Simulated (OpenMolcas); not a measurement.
**Re4+: moving or changing the point charges**

Re4+ among 6 point charges of -1.7 e arranged as an octahedron (Oh), 1.95 Å from the ion.

| Item | Value |
| --- | --- |
| Program | OpenMolcas 26.06 |
| Method | CASSCF |
| Basis | ANO-RCC-VDZP [7s6p4d2f1g] |
| Scalar Hamiltonian | DKH2, point nucleus |
| Active space | 3 electrons in 5 orbitals (5d) |
| State averaging | 2S+1 = 4 even, 10 roots; 2S+1 = 2 even, 40 roots |
| Spin-orbit coupling | state interaction with AMFI integrals over the reference wave functions |

Runs around this geometry, states (labels of O, the rotations of Oh). Energies in cm-1 above the lowest state or level, χT in cm3 K/mol; 10Dq and B are least-squares fits to the states below 45000 cm-1, weighted by degeneracy, with a free offset, and given where the rms deviation is under 5 % of |10Dq| (or 100 cm-1) and under 700 cm-1.

```json
{"R (Å)": "1.95", "q (e)": "-1.1", "Ground state": "4A2", "First state of that spin": "4T2 8358", "10Dq": "8632", "B (rms of fit)": "814 (102)", "First gap with spin-orbit (degeneracies)": "7636 (4, 4)", "χT at 300 K": "0.288", "First state of another spin": "2E 15279"}
{"R (Å)": "1.8", "q (e)": "-1.7", "Ground state": "4A2", "First state of that spin": "4T2 18660", "10Dq": "18910", "B (rms of fit)": "826 (178)", "First gap with spin-orbit (degeneracies)": "12418 (4, 4)", "χT at 300 K": "0.858", "First state of another spin": "2E 15162"}
{"R (Å)": "1.95", "q (e)": "-1.7", "Ground state": "4A2", "First state of that spin": "4T2 12965", "10Dq": "13297", "B (rms of fit)": "810 (150)", "First gap with spin-orbit (degeneracies)": "10239 (4, 4)", "χT at 300 K": "0.564", "First state of another spin": "2E 15283"}
{"R (Å)": "2.04", "q (e)": "-1.7", "Ground state": "4A2", "First state of that spin": "4T2 10536", "10Dq": "10868", "B (rms of fit)": "813 (134)", "First gap with spin-orbit (degeneracies)": "8903 (4, 4)", "χT at 300 K": "0.416", "First state of another spin": "2E 15296"}
```

Taking |10Dq| as R^-n, n = -ln(10868 / 18910) / ln(2.04 / 1.8) = 4.4 between the shortest and longest distance. The point-charge formula for a cubic d site gives n = 5.

Scaling the charges by -1.1 / -1.7 = 0.65 scales |10Dq| by 8632 / 13297 = 0.65; with fixed orbitals a first-order splitting would follow the charge.

Without dynamic correlation the repulsion within the d shell is too large (B by tens of per cent), so at a given field states of lower spin stand too high. This field is weak: 10Dq is about 8632 cm-1, while octahedral complexes of 5d ions of charge 3 and more, computed by the same method with explicit ligands, had a median near 35000 cm-1. Ground spin and moment need not be those of a real site (figures for R = 1.95, q = -1.1; the like holds for R = 1.8, q = -1.7, R = 1.95, q = -1.7, R = 2.04, q = -1.7). Spin-orbit coupling mixes the spin-free states strongly: the lowest level takes only 62 % from its leading state, 4A2 (holds for R = 1.95, q = -1.1). Point charges carry no covalency, so the field is a model and not that of real ligands. No measured value stands beside these numbers.
